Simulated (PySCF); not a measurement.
Mapped SMILES: `[F:1][C:2]([F:3])([F:4])[c:5]1[o:6][cH:7][c:8]([SiH3:9])[p:10]1`. Each H is labelled by its parent atom.

- GFN2-xTB structure
- PBE0/pcSseg-1 with gauge-including orbitals
- run in PySCF 2.14
- a single conformation, gas phase, relativity neglected, equivalent nuclei averaged

Shifts are taken against calculated references (same method and geometry level): $^{13}$C (σref 186.93) and $^{1}$H (σref 31.72) and $^{29}$Si (σref 349.16) against TMS; $^{19}$F (σref 170.95) against CFCl3; $^{17}$O (σref 336.08) vs H2O; $^{31}$P (σref 318.38) vs H3PO4.

```tsv
atoms	nucleus	count	Hirshfeld charge	δ (ppm)
H(Si9)	$^{1}$H	3	-0.07	4.68
O6	$^{17}$O	1	-0.04	?
C7	$^{13}$C	1	0.03	162.0
F1/F3/F4	$^{19}$F	3	-0.10	-75.7
C2	$^{13}$C	1	0.24	?
C8	$^{13}$C	1	-0.18	133.5
H(C7)	$^{1}$H	1	0.07	8.21
Si9	$^{29}$Si	1	0.31	-79.5
C5	$^{13}$C	1	-0.04	?
P10	$^{31}$P	1	0.09	179.2
```

**Question.** Complete the table.

**Answer.** 
- C5: 193.4 ppm, substituted aromatic carbon next to the ring oxygen
- C2: 130.4 ppm, CF3 carbon; 3 electronegative neighbours deshield it
- O6: 363.5 ppm, aromatic ring oxygen

Shifts are as computed. Against solution values, carbons near 30 ppm lie about +3 ppm off and those near 130 ppm about +5 ppm. Of 1211 compounds with measured shifts, 218 miss one by over three times the rms of a fit or turn the order of signals round; such compounds aren't used in these exercises. Unscaled 19F shifts against computed CFCl3 carry errors that often reach 10 to 50 ppm. Unscaled 17O shifts of doubly bonded oxygen tend to come out too high, by tens of ppm or more. Experimental scales use liquid or dissolved standards, which lie at an offset from isolated H2O (liquid H2O: subtract about 36 ppm) and H3PO4.
